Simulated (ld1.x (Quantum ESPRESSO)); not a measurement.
**C: TM pseudisation with LDA (PZ), scalar-relativistic reference atom.**

ld1.x (Quantum ESPRESSO) 7.5 input, shortened:

```
&input
   title='C', zed=6., rel=1, dft='PZ', iswitch=3,
   config='[He] 2s2 2p0'
 /
 &inputp
   pseudotype=2, tm=.true., lloc=0,
   nlcc=.true., new_core_ps=.true.
 /
2
2P  2  1   0.00   0.00  1.40  1.40  0.0
2S  1  0   2.00   0.00  1.25  1.25  0.0
 &test
   configts(1)='2s2 2p0'
 /
```

Results:

| Quantity | Value |
| --- | --- |
| Cutoffs needed | 35 Ry and 90 Ry (the cutoffs (Ry, on a coarse ladder) from which the occupation-weighted sum of valence levels, in a spherical-Bessel basis at the reference potential, stays within 10 and 1 mRy of its value at 400 Ry) |
| Ghost test | no extra level below or beside the all-electron valence levels (p, s, d, f tested) (spherical-Bessel basis up to 400 Ry, 20 bohr box) |
| Largest excitation error | +105 meV (all-electron minus pseudo) for 2s0 2p4, out of 7 test configurations |

Generation and tests took about 2 s on one core of a shared server CPU.
